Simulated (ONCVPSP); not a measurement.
## u(r) = r·R(r): atom against pseudo-atom (carbon (C))

Columns: radius, all-electron u(r) and pseudo u(r) of the 2s shell (level -13.80 eV) of carbon in the configuration [He] 2s2 2p2; PW91, scalar-relativistic, ONCV scheme, ONCVPSP 4.0.1.

| r (bohr) | all-electron | pseudo |
| --- | --- | --- |
| 0.115 | -0.3440 | 0.0969 |
| 0.230 | -0.2731 | 0.1953 |
| 0.345 | -0.0639 | 0.2946 |
| 0.460 | 0.1671 | 0.3914 |
| 0.575 | 0.3730 | 0.4820 |
| 0.690 | 0.5385 | 0.5642 |
| 0.805 | 0.6617 | 0.6384 |
| 0.920 | 0.7456 | 0.7049 |
| 1.035 | 0.7955 | 0.7611 |
| 1.150 | 0.8179 | 0.8002 |
| 1.265 | 0.8187 | 0.8147 |
| 1.380 | 0.8035 | 0.8034 |
| 1.495 | 0.7767 | 0.7766 |
| 1.610 | 0.7418 | 0.7418 |
| 1.725 | 0.7019 | 0.7018 |
| 1.840 | 0.6589 | 0.6589 |
| 1.955 | 0.6147 | 0.6147 |
| 2.070 | 0.5703 | 0.5703 |
| 2.185 | 0.5268 | 0.5268 |
| 2.300 | 0.4847 | 0.4848 |
| 2.415 | 0.4446 | 0.4446 |
| 2.530 | 0.4066 | 0.4066 |
| 2.645 | 0.3709 | 0.3709 |
| 2.760 | 0.3376 | 0.3377 |
| 2.875 | 0.3068 | 0.3068 |
| 2.990 | 0.2783 | 0.2783 |

Q: How many radial nodes do the two functions have?

A: The all-electron 2s function has n − l − 1 = 1; the pseudo-wave has 0, since the states of the same l below it are removed with the core.

Q: At about which radius was the pseudo-wave matched?

A: 1.40 bohr, where the columns begin to agree (steps of 0.12 bohr).

Q: Is the pseudo-wave norm-conserving?

A: Yes: the ONCV scheme keeps the norm inside the radius equal to the all-electron one, which fixes the energy derivative of the logarithmic derivative at the level.
